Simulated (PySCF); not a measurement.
Work out the structure from these simulated measurements.

Formula: C7H9P3.

| Property | Result |
| --- | --- |
| Polarisability | 163.6 au [PBE0/def2-SVPD] |
| Triplet | lowest triplet excitation (Tamm–Dancoff): 2.50 eV [TDA PBE0/def2-SVPD] |
| Rotational structure | rotational constants A, B, C: 1.649, 0.608, 0.461 GHz [PBE0-D3(BJ)/def2-SVP] |
| 13C NMR | chemical shifts (computed TMS as zero) by class: 234.6 (1 C), 222.4 (1 C), 197.6 (1 C), 26.2 (1 C), 18.7 (1 C), 18.6 (2 C) ppm [GIAO HF/pcSseg-1] |
| 1H NMR | chemical shifts (computed TMS as zero) by class: 10.47 (1 H), 3.26 (3 H), 2.34 (1 H), 1.47 (2 H), 1.15 (2 H) ppm [GIAO HF/pcSseg-1] |
| UV, strongest line | among the 10 lowest singlet transitions: S8 at 4.60 eV (269 nm, f = 0.387) [TDDFT PBE0/def2-SVPD] |
| UV, first state | lowest singlet excitation: 3.49 eV (355 nm, f = 0.009) [TDDFT PBE0/def2-SVPD] |
| Valence photoelectron | vertical ionisation energy: 8.35 eV [ΔSCF PBE0/def2-SVPD] |
| Dipole | 1.01 D [PBE0/def2-SVPD] |
| NMR, other nuclei | isotropic shieldings of nuclei other than C and H, by class: 45 (1 P), 64 (1 P), 72 (1 P) ppm [GIAO HF/pcSseg-1] |

Gas-phase values; electronic properties from PySCF, density fitting. Levels stand in brackets. Geometry: PBE0-D3(BJ)/def2-SVP, one conformer, isolated molecule. NMR classes are plain means over equivalent atoms (diastereotopic ones count apart unless rotation or inversion swaps them), as if these changed places fast.

Question: Give a SMILES that accounts for the data.

Answer: Numbering: `[CH3:1][c:2]1[p:3][cH:4][p:5][c:6]([CH:7]2[CH2:8][CH2:9]2)[p:10]1`. 7 carbons fall into 6 classes; from least to most shielded: substituted aromatic carbon [C6] (234.6 ppm), substituted aromatic carbon [C2] (222.4 ppm), aromatic CH carbon [C4] (197.6 ppm), benzylic-type carbon [C1] (26.2 ppm), benzylic-type carbon [C7] (18.7 ppm), three-membered-ring carbon [C8/C9] (18.6 ppm, 2 C). Hydrogen classes from least to most shielded: 1 H on an aromatic CH carbon, C4 (10.47 ppm), 3 H on a benzylic-type carbon, C1 (3.26 ppm), 1 H on a benzylic-type carbon, C7 (2.34 ppm), 2 H on 2 three-membered-ring carbons, C8/C9 (1.47 ppm), 2 H on 2 three-membered-ring carbons, C8/C9 (1.15 ppm). The other shieldings belong to: 45 ppm, phosphorus bonded to 2 C [P10]; 64 ppm, phosphorus bonded to 2 C [P3]; 72 ppm, phosphorus bonded to 2 C [P5]. S1 is mainly HOMO→LUMO (weight 0.72); the largest Löwdin shares of the orbital it empties are 0.19 on a substituted aromatic carbon, 0.17 on a phosphorus bonded to 2 C, 0.13 on a phosphorus bonded to 2 C and 0.10 on a substituted aromatic carbon, of the orbital it fills 0.21 on a phosphorus bonded to 2 C, 0.19 on a phosphorus bonded to 2 C, 0.19 on the aromatic CH carbon and 0.17 on a substituted aromatic carbon. By its constants the optimised geometry is an asymmetric top. Structure: `Cc1pcpc(C2CC2)p1`. The assignments are read from this structure; whether some other isomer fits the data as well wasn't checked.

Shape of the structure used: `[CH3:1][c:2]1[p:3][cH:4][p:5][c:6]([CH:7]2[CH2:8][CH2:9]2)[p:10]1`: P5–C6–C7–C8 34°.
